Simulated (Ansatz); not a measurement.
`CCBC[SiH3]` + `C=C(C)[SiH2][AlH2]` → `[AlH2][SiH2]BC[SiH3]` + `C=C(C)CC`  (formal exchange of groups at a B–C bond)

Program: Ansatz. Geometries: PBE0-D4/def2-TZVP. ΔE: electronic, gas phase. CCSD(T)/CBS adds triple-zeta CCSD(T) − MP2 to the extrapolated MP2 energy (def2 sets, frozen cores). Functionals use def2-TZVPP. B3LYP here is the variant with VWN-RPA as its local correlation; programs differ in this. Each species was taken in one conformer, which may not be the lowest.

```json
{"level": "PBE-D4", "ΔE (kcal/mol)": "4.1", "difference from CCSD(T)/CBS": "-2.0"}
{"level": "PBE0-D4", "ΔE (kcal/mol)": "4.9", "difference from CCSD(T)/CBS": "-1.2"}
{"level": "B3LYP-D4", "ΔE (kcal/mol)": "6.4", "difference from CCSD(T)/CBS": "0.3"}
{"level": "ωB97X-V", "ΔE (kcal/mol)": "6.4", "difference from CCSD(T)/CBS": "0.3"}
{"level": "ωB97M-V", "ΔE (kcal/mol)": "7.2", "difference from CCSD(T)/CBS": "1.1"}
{"level": "PBE", "ΔE (kcal/mol)": "4.3", "difference from CCSD(T)/CBS": "-1.8"}
{"level": "r2SCAN", "ΔE (kcal/mol)": "5.3", "difference from CCSD(T)/CBS": "-0.8"}
{"level": "PBE0", "ΔE (kcal/mol)": "5.1", "difference from CCSD(T)/CBS": "-1.0"}
{"level": "B3LYP", "ΔE (kcal/mol)": "6.7", "difference from CCSD(T)/CBS": "0.6"}
{"level": "HF/def2-TZVPP", "ΔE (kcal/mol)": "8.9", "difference from CCSD(T)/CBS": "2.8"}
{"level": "MP2/def2-TZVPP", "ΔE (kcal/mol)": "6.8", "difference from CCSD(T)/CBS": "0.7"}
{"level": "CCSD(T)/def2-TZVPP", "ΔE (kcal/mol)": "5.8", "difference from CCSD(T)/CBS": "-0.3"}
{"level": "HF/def2-QZVPP", "ΔE (kcal/mol)": "9.0", "difference from CCSD(T)/CBS": "2.9"}
{"level": "MP2/def2-QZVPP", "ΔE (kcal/mol)": "7.0", "difference from CCSD(T)/CBS": "0.9"}
{"level": "HF/CBS(def2)", "ΔE (kcal/mol)": "9.0", "difference from CCSD(T)/CBS": "2.9"}
{"level": "CCSD/CBS(def2)", "ΔE (kcal/mol)": "6.6", "difference from CCSD(T)/CBS": "0.5"}
{"level": "CCSD(T)/CBS", "ΔE (kcal/mol)": "6.1", "difference from CCSD(T)/CBS": "0"}
```

Largest T1 diagnostic among the species: 0.014.

In def2-TZVPP, CCSD(T) changes the Hartree–Fock value by −3.1 kcal/mol (the triples alone add −0.5 kcal/mol) and MP2 by −2.1 kcal/mol. From PBE to PBE0 (25 % exact exchange), in def2-TZVPP and without D4, ΔE moves by +0.8 kcal/mol.

CCSD(T)/CBS has its own doubt, a few kJ/mol and more with outer-core shells, so smaller differences from it don't rank the levels.
